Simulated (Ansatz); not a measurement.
An input meant for HfCl4 (charge 0, singlet; atoms displaced at random, 0.08 Å in each coordinate).

```yaml
crystal:
  periodic: [false, false, false]
  atoms:
    - {symbol: Hf, position_ang: [0.139136, -0.219060, -0.043716]}
    - {symbol: Cl, position_ang: [-0.077328, 0.124187, 2.204290]}
    - {symbol: Cl, position_ang: [2.348027, 0.087381, -0.868776]}
    - {symbol: Cl, position_ang: [-1.162526, 2.011870, -0.767476]}
    - {symbol: Cl, position_ang: [-1.017284, -2.034535, -0.666018]}
basis:
  gaussian: {orbitals: def2-SVP, fitting: {mean_field: cc-pVTZ-jkfit}}
hamiltonian: {xc: {name: B2GP-PLYP}}
scf: {omitted_lower_state_checks: [starts]}
relax: {f_tol: 0.001, max_steps: 2}
output: {forces: true}
```

```sh
$ ansatz run in.yaml --threads 2 --pin off --events-out ev --progress --plain --max-ram 4352MiB
```

**Question.** Predict how Ansatz answers.

**Answer.** The input was rejected before any iteration.
```
Functional definition: B2GP-PLYP
  name "B2GP-PLYP"
  cite "Karton, Tarnopolsky, Lamère, Schatz & Martin, J. Phys. Chem. A 112, 12868 (2008) doi:10.1021/jp801805p"
  cite "Becke, Phys. Rev. A 38, 3098 (1988) doi:10.1103/PhysRevA.38.3098"
  cite "Lee, Yang & Parr, Phys. Rev. B 37, 785 (1988) doi:10.1103/PhysRevB.37.785"
  parameter a = 0.65
  parameter c = 0.36
  exchange = (1 - a)*b88_x + a*exact_x
  correlation = (1 - c)*lyp_c + c*(mp2_os + mp2_ss)
these checks for a lower state are left out or cut short: starts
Error: [file] the basis set cc-pVTZ-JKFIT has no functions for Hf
```
